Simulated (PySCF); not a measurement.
Exercise with solution: dipole moment from atomic charges

AlFH2O2, SMILES [OH][Al]([OH])[F]. Atoms are numbered in the order given.

```xyz
6

Al    -0.0147    -0.0060     0.0000
F     -1.6303     0.3851     0.0000
O      0.3955    -1.6495     0.0000
H      1.3061    -1.9653     0.0000
O      1.1763     1.2033     0.0000
H      0.9836     2.1479     0.0000
```
Charge 0, spin multiplicity 1.

The structure is a stationary point at TPSSh-D3(BJ)/def2-SVP. One conformer was computed; it need not be the lowest.

Charges (e) from HF/def2-TZVPD (PySCF):

```csv
atom,ESP fit,IAO
Al1,1.472,1.678
F2,-0.524,-0.633
O3,-0.865,-0.898
H4,0.419,0.378
O5,-0.932,-0.904
H6,0.430,0.378
```

The dipole moment of the full density is 2.01 D.

Question: What dipole moment does each set of point charges give, and which comes closer to that of the density?

Answer: 
μ = Σ q r, and 1 e Å = 4.8032 D.
ESP fit: Σ q r = (0.364, 0.195, 0.000) e Å, |μ| = 1.98 D.
IAO: Σ q r = (0.454, 0.209, 0.000) e Å, |μ| = 2.40 D.
ESP fit comes closer in size. Point charges leave out the atoms' own dipoles (lone pairs, polarised bonds); fits to the potential absorb them, partitions of the density don't.
